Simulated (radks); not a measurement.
Results of a calculation; reference values are marked as such.
Question: Level of theory: non-relativistic Kohn-Sham, LB94 model potential, spin-polarised, spherical densities, point nucleus; open shells are filled with parallel spins first (spin-orbit coupling, left out, can overturn this in heavy ions) (a radial shooting solver on a logarithmic mesh with Libxc functionals). Response by self-consistent Sternheimer equations with the Hartree and adiabatic LDA kernel. For heavy and open-shell atoms this level of theory can miss by tens of per cent. Rank Ni2+, Ne, Sb, Sr+, Co, Nb3+ (NIST ground configurations) by static dipole polarisability, largest first.

Answer: Sr+ 73.48, Sb 44.66, Co 41.52, Nb3+ 5.659, Ni2+ 2.904, Ne 2.591 bohr^3.
